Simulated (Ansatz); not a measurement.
A series at Nb: from `[NH]=[Nb]([NH2])([NH2])[NH2]`, ligands are replaced one by one, each step taking up H₂O and setting free NH₃; n counts the steps. Ansatz, PBE0-D4/def2-TZVP geometries. Each molecule was computed in one conformer, which needn't be the lowest.

```
n                        molecule  zero-point energy, PBE0-D4/def2-TZVP (kJ/mol)
0  `[NH]=[Nb]([NH2])([NH2])[NH2]`                                          232.3
1   `[NH]=[Nb]([NH2])([NH2])[OH]`                                          201.6
2    `[NH]=[Nb]([NH2])([OH])[OH]`                                          171.3
3     `[NH]=[Nb]([OH])([OH])[OH]`                                              ?
```

By hand: fit a straight line y = ȳ + b (n − n̄) to the 3 given rows and predict n = 3.

n̄ = 1.000, ȳ = 201.73; Σ(n − n̄)(y − ȳ) = -61.00, Σ(n − n̄)² = 2.000, so b = -30.50 kJ/mol a step. Prediction: 201.73 + (-30.50) × (2.000) = 140.7 kJ/mol.

By hand: compare with the computed value, 136.9 kJ/mol, and give the steps along the whole series.

The line misses by -3.8 kJ/mol (computed minus predicted). Steps: -30.7, -30.3, -34.4 kJ/mol.

The steps differ by at most 4.1 kJ/mol, 13 % of a mean step, so the ligands' effects nearly add and a line is close. The miss is 4.0 % of the series' range.
